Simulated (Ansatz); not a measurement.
Reactions of H8N2OSi2, SMILES `N[SiH](N)O[SiH3]`.

Isolated molecules relaxed with PBE0-D4/def2-TZVP in Ansatz; ΔE leaves out vibrations. CBS: MP2 limit from def2 TZ/QZ plus the TZ coupled-cluster correction, frozen cores. This one scheme is used for every species, atoms too. No spin–orbit coupling; open shells (•) take unrestricted orbitals. Spin–orbit coupling would lower the free atoms: a little for O, Si. Elements past krypton have def2 core potentials. For Mg, Te outer-core shells are correlated without core-valence functions, so the limit isn't a true one: a few kJ/mol of doubt a bond, and 10 to 20 or more in all where bonds break to atoms. Each species was taken in one conformer, which may not be the lowest.

**Question.** Order these by ΔE at CCSD(T)/CBS, lowest first. (Estimate.)
A. `N[SiH](N)O[SiH3]` + NH₃ → `N[SiH](N)N` + `O[SiH3]`
B. `N[SiH](N)O[SiH3]` → 8 H• + 2 N• + O• + 2 Si•
C. `N[SiH](N)O[SiH3]` + `[OH][Mg][F]` → `[F][Mg][O][SiH3]` + `N[SiH](N)O`
D. `N[SiH](N)O[SiH3]` + H–F → `N[SiH](N)F` + `O[SiH3]`
E. `N[SiH](N)O[SiH3]` + H₂ → `N[SiH2]O[SiH3]` + NH₃
F. `N[SiH](N)O[SiH3]` → `NN` + `[SiH]O[SiH3]`
G. `N[SiH](N)O[SiH3]` + `OB(O)[TeH]` → `OB(O)[Te][SiH3]` + `N[SiH](N)O`

**Answer.** D (-0.26 eV), C (-0.18 eV), G (+0.38 eV), E (+0.57 eV), A (+0.73 eV), F (+5.36 eV), B (+47.79 eV).

Largest T1 diagnostic: 0.014, for `[SiH]O[SiH3]`.
